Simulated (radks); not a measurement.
Task: Species: the aluminium ion Al+. Configuration: [Ne] 3s2. Calculated with a radial shooting solver on a logarithmic mesh with Libxc functionals: Dirac Kohn-Sham, LDA (Slater exchange, Perdew-Wang correlation), spin-unpolarised, spherical densities, finite nucleus; Fermi nuclear charge, rms radius 3.061 fm. Some entries of the table are withheld. Estimate them.

| orbital | occ. | eigenvalue (eV) | <r^2> (bohr^2) |
|---|---|---|---|
| 1s1/2 | 2 | -1512.719 | (1) |
| 2s1/2 | 2 | -115.8649 | 0.4745 |
| 2p1/2 | 2 | (2) | 0.4622 |
| 2p3/2 | 4 | (3) | 0.4655 |
| 3s1/2 | 2 | -14.9162 | (4) |
| 3p1/2 | 0 | -9.1670 | (5) |
| 3p3/2 | 0 | -9.1421 | (6) |
| 4s1/2 | 0 | -3.7119 | (7) |

Result: 
(1) 1s1/2 <r^2> (bohr^2): 0.01960
(2) 2p1/2 eigenvalue (eV): -78.3852
(3) 2p3/2 eigenvalue (eV): -77.9433
(4) 3s1/2 <r^2> (bohr^2): 6.472
(5) 3p1/2 <r^2> (bohr^2): 9.675
(6) 3p3/2 <r^2> (bohr^2): 9.714
(7) 4s1/2 <r^2> (bohr^2): 43.64
